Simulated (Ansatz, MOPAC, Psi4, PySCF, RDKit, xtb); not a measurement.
Pair of molecules: ethylamine (SMILES CCN) (first 10 atoms) with HF (SMILES F); geometry from B3LYP-D3(BJ)/def2-TZVP, rigid monomers moved along the line of their centres of mass till N3···H12 is 1.85 Å.
(charge 0, multiplicity 1):
```xyz
12

C      1.2488     0.4907     0.0162
C     -0.2581     0.3102    -0.0588
N     -0.6906    -0.7789     0.8387
H      1.5661     1.3184    -0.6192
H      1.5586     0.6969     1.0408
H      1.7683    -0.4086    -0.3250
H     -0.5677     0.1293    -1.0943
H     -0.7585     1.2201     0.2771
H     -1.6941    -0.9165     0.7888
H     -0.2540    -1.6555     0.5716
F      0.0106    -0.0406     3.4610
H     -0.2743    -0.3696     2.5894
```

```
level                              interaction energy (kcal/mol)  cost
---------------------------------  -----------------------------  ----
UFF                                                        46.27     -
GFN-FF                                                    -10.28     -
AM1                                                        -2.13     -
PM3                                                        -6.22     -
PM6                                                        -5.42     -
PM7                                                        -6.27     -
GFN1-xTB                                                  -12.89     -
GFN2-xTB                                                  -12.82     -
HF/STO-3G (no counterpoise)                                -8.21     -
HF/3-21G (no counterpoise)                                -19.00     -
HF/6-31G*                                                 -12.89     -
HF/6-31G* (no counterpoise)                               -14.41     -
HF/aug-cc-pVDZ                                            -12.50     -
PBE/def2-TZVPPD                                           -15.20    ×1
PBE-D3(BJ)/def2-TZVPPD                                    -16.04    ×1
PBE-D4/def2-TZVPPD                                        -15.87    ×1
BP86/6-31G* (no counterpoise)                             -16.48     -
r2SCAN/def2-TZVPPD                                        -15.52    ×2
r2SCAN-D3(BJ)/def2-TZVPPD                                 -15.81    ×2
r2SCAN-D4/def2-TZVPPD                                     -15.75    ×2
B3LYP/3-21G (no counterpoise)                             -21.12     -
B3LYP/6-31G*                                              -14.44     -
B3LYP/6-31G* (no counterpoise)                            -16.75     -
B3LYP/6-311+G** (no counterpoise)                         -15.57     -
B3LYP/def2-TZVPPD                                         -14.30    ×1
B3LYP-D3(BJ)/def2-TZVPPD                                  -15.58    ×1
B3LYP-D4/def2-TZVPPD                                      -15.30    ×1
PBE0/def2-TZVPPD                                          -15.13    ×1
PBE0-D3(BJ)/def2-TZVPPD                                   -15.86    ×1
PBE0-D4/def2-TZVPPD                                       -15.72    ×1
M06-2X/6-31G* (no counterpoise)                           -16.98     -
wB97X-V/def2-TZVPPD                                       -15.11    ×3
wB97M-V/def2-TZVPPD                                       -14.82    ×4
MP2/6-31G*                                                -13.62     -
MP2/6-31G* (no counterpoise)                              -16.65     -
MP2/aug-cc-pVDZ                                           -13.84     -
SCS-MP2/aug-cc-pVDZ                                       -13.04     -
CCSD/aug-cc-pVDZ                                          -13.25     -
CCSD(T)/aug-cc-pVDZ                                       -13.57   ×10
SAPT0/jun-cc-pV(D+d)Z                                     -15.09     -
```

The rows run from -21.12 (B3LYP/3-21G (no counterpoise)) to 46.27 kcal/mol (UFF). In aug-cc-pVDZ the value moves HF -12.50, MP2 -13.84, CCSD -13.25, CCSD(T) -13.57, a shift of -1.07 from HF to CCSD(T). The dispersion term adds -0.83 in PBE-D3(BJ), -0.67 in PBE-D4, -0.29 in r2SCAN-D3(BJ). The 6 functionals in def2-TZVPPD without D3 or D4 span 1.22, from r2SCAN to B3LYP.

Monomers are frozen at their geometry in the pair; levels with a basis set take the counterpoise correction. Rows marked so take none. RDKit's UFF carries no charges.

Frozen-core correlation. Rows in 3-21G, 6-311+G**, 6-31G*, STO-3G carry no dispersion term and start afresh at each structure (6-31G* with six Cartesian d functions). MP2/6-31G* freezes PySCF's default core. The state that AM1, PM3, PM6, PM7 reach isn't checked; PM7 holds dispersion and hydrogen-bond terms.

Programs: Ansatz (a program for electronic structure) with Gaussian orbitals; MOPAC for AM1, PM3, PM6, PM7 (differences of heats of formation); Psi4 for SAPT; PySCF for 3-21G rows, 6-311+G** rows, 6-31G* rows, STO-3G rows, the dispersion terms; RDKit for the force fields; xtb for the GFN methods. 

Costs are rough ratios of core time to PBE/def2-TZVPPD (about 8 s over the structures, on one shared machine); a dash marks a level with no comparable run of its own.
